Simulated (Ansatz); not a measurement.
## Worked example: MgH(NH2) + Si2H5O2 → MgNH2 + Si2H6O2

Species: MgH(NH2), singlet; Si2H5O2 `O[SiH][SiH2]O`, doublet; MgNH2 `[NH2][Mg]`, doublet; Si2H6O2 `O[SiH2][SiH2]O`, singlet. A radical takes H: the energy is the difference in strength between the Mg–H bond broken and the Si–H bond made.

Shapes, held fixed at every level: PBE0-D4/def2-TZVP. Flexible molecules stand in one conformer, not always the lowest. Programs: Ansatz 0.2.0. Electronic energies: no zero-point or thermal term.

At CCSD(T)/def2-TZVPP; 1 Eh = 2625.50 kJ/mol:

| species | energy (Eh) |
| --- | --- |
| MgH(NH2) | -256.289813 |
| Si2H5O2 | -731.411976 |
| MgNH2 | -255.675379 |
| Si2H6O2 | -732.060744 |

Problem. Work out ΔE of the reaction at this level.

Solution. 
1. Products less reactants: (-255.675379) + (-732.060744) − [(-256.289813) + (-731.411976)] = -0.034334 Eh = -90.1 kJ/mol.

Other levels give -101.1 (MP2/def2-TZVPP) to -80.7 kJ/mol (PBE-D4/def2-TZVPP). No measured value is set beside it here. Open shells run unrestricted. Outer-core shells of Mg are correlated in most correlated rows, in sets that cover them unevenly.
